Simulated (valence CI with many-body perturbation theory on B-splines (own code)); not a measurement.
Sensitivity of CI+MBPT for O3+

Calculated by valence CI with perturbative core correlation (CI+MBPT): three valence electrons over a frozen Dirac-Fock core [He], a basis of 6 s, 6 p, 5 d, 3 f, 1 g functions for each j, with the one-electron correlation potential Σ1, the two-electron term Σ2, the three-electron term Σ3, Breit, model QED; selected CI, second order for the rest, scaled by the run's own slope (own B-spline code, finite nucleus).

Against 22 measured levels this calculation errs by 212 cm⁻¹ on average and by 445 at most. These come from a selection out of Moore, Selected Tables of Atomic Spectra, NSRDS-NBS 3, section 10. Levels without a partner in it may be off by more.

The reference run has the lowest level 2s2 2p 2P°_1/2 and an ionisation energy of 77.3848 eV. Its largest variational space holds 5057 state functions.

Changed runs:
A. highest l in the core sums 6 → 4
B. core polarisation of operators on → off
C. averaging of valence orbitals over low configurations on → off
D. box radius (bohr) 14.592 → 1.98 (bad on purpose)

Excitation energies of the reference run in cm⁻¹, and shifts in cm⁻¹:

```csv
Level,Reference,A,B,C
2s2 2p 2P°_3/2,385,0,0,+0.1
2s 2p2 4P_1/2,71227,-6.2,0,+23
2s 2p2 4P_3/2,71358,-6.2,0,+23
2s 2p2 4P_5/2,71542,-6.2,0,+23
2s 2p2 2D_5/2,127131,-6.7,0,+30
2s 2p2 2D_3/2,127144,-6.7,0,+30
2s 2p2 2S_1/2,164811,-7.1,0,+37
2s 2p2 2P_1/2,180823,-6.4,0,+10
2s 2p2 2P_3/2,181065,-6.4,0,+10
2p3 4S°_3/2,231442,-13,0,+33
2p3 2D°_5/2,255329,-14,0,+47
2p3 2D°_3/2,255359,-14,0,+48
Ionisation energy (eV),77.3848,+0.0009,0,-0.00037
```

No effect on these energies: B.

Run D: It gave no result. The program said: "need at least one array to concatenate".
